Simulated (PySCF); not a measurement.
## Field gradients at the hydrogen positions

C4H9BrSi.
Atom-mapped SMILES: `[Br:1][SiH:2]1[CH2:3][CH2:4][CH2:5][CH2:6]1` (hydrogens: H7 on Si2; H8, H9 on C3; H10, H11 on C4; H12, H13 on C5; H14, H15 on C6)

Cartesian coordinates in Å at the PBE0-D3(BJ)/def2-SVP level; atoms count from 1:
```
atom  x, y, z in Å
Br1    1.2653    3.3275    0.7727
Si2    0.8844    1.4520   -0.3941
C3     1.6432   -0.0535    0.4631
C4     0.4511   -1.0177    0.5940
C5    -0.8261   -0.2051    0.8345
C6    -0.9120    0.8972   -0.2327
H7     1.3523    1.7254   -1.7832
H8     2.5016   -0.4933   -0.0660
H9     2.0024    0.2625    1.4567
H10    0.3361   -1.5901   -0.3437
H11    0.6124   -1.7598    1.3925
H12   -0.7762    0.2591    1.8355
H13   -1.7189   -0.8510    0.8327
H14   -1.6081    1.7077    0.0271
H15   -1.2417    0.4773   -1.1995
```

Level: PBE0/pcSseg-1 (PySCF, non-relativistic); Q(2H) = 0.00286 b; rigid geometry, the same for H and D, with no vibrational averaging.

Task: Rank these positions by the coupling χzz of a deuteron there, largest first.
A. H8 (methylene hydrogen)
B. H11 (methylene hydrogen)
C. H7 (Si–H hydrogen)
D. H12 (methylene hydrogen)

Result: A (201 kHz), B (194 kHz), D (189 kHz), C (95 kHz).

Task: What are Vzz, η and χzz (234.96 MHz × Q × Vzz) at all hydrogens?

Result: 
```
atom  bonded to  bond length (Å)  Vzz (au)     η  χzz (kHz)
  H7        Si2            1.491    0.1408  0.02         95
  H8         C3            1.100    0.2984  0.03        201
  H9         C3            1.103    0.2903  0.03        195
 H10         C4            1.105    0.2820  0.01        190
 H11         C4            1.102    0.2890  0.01        194
 H12         C5            1.104    0.2812  0.01        189
 H13         C5            1.102    0.2892  0.01        194
 H14         C6            1.100    0.2980  0.04        200
 H15         C6            1.104    0.2900  0.03        195
```

Task: Average by the element that carries the hydrogen.

Result: on Si: 95 kHz over 1 position, mean bond length 1.491 Å; on C: 195 kHz over 8 positions, mean bond length 1.102 Å.

Task: A static deuteron (I = 1) shows a doublet split by (3/2)χ, (3/4)χ(1 + η) and (3/4)χ(1 − η) with the field along z, y and x of the gradient. What are these for H10?

Result: With |χ| = 189.5 kHz and η = 0.009: 284, 143 and 141 kHz, to first order and without motion.

One conformer (not necessarily the lowest) at the PBE0-D3(BJ)/def2-SVP geometry, without solvent, vibrations or thermal averaging. The calculation is non-relativistic, for bromine too. The small basis limits the accuracy of the gradients.

The run behind these numbers computed NMR shieldings as well. Time: 25 s wall. Hardware: one thread, Arm Neoverse V1 (shared host).
